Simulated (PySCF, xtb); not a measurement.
Se(OH)(NMe2) (C2H7NOSe), SMILES CN(C)[Se]O.

xtb with GFN2-xTB at its own geometry gives an orbital gap of 3.78 eV and a dipole moment of 2.66 D.

Coordinates come from a PBE0-D3(BJ)/def2-SVP optimisation. Other conformers were not sampled.

Q: What does HF/def2-TZVP (PySCF) give? (The exact figures need the calculation; the answer reports its results.)

A: gap 12.17 eV (levels -9.24 and 2.93 eV), dipole 2.19 D.
